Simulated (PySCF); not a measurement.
A structure optimised at PBE-D3(BJ)/def2-SVP, used in a PySCF frequency run:

```
Sn
O 1 2.0178
H 2 0.9772 1 108.12
N 1 2.0602 2 102.09 3 -149.47
H 4 1.0298 1 109.93 2 -127.56
H 4 1.0303 5 106.69 1 -117.73
N 1 2.0644 2 106.56 3 -27.28
H 7 1.0304 1 109.01 2 -84.57
H 7 1.0307 8 105.58 1 116.78
N 1 2.0696 2 117.04 3 89.33
H 10 1.0304 1 109.53 2 44.18
H 10 1.0309 11 105.66 1 117.97
```
Charge 0, spin multiplicity 1.

### Question
Write its SMILES and formula.

### Answer
[NH2][Sn]([NH2])([NH2])[OH], H₇N₃OSn

### Question
What are its rotational constants (standard atomic weights)?

### Answer
2.8000, 2.6303, 2.4086 GHz
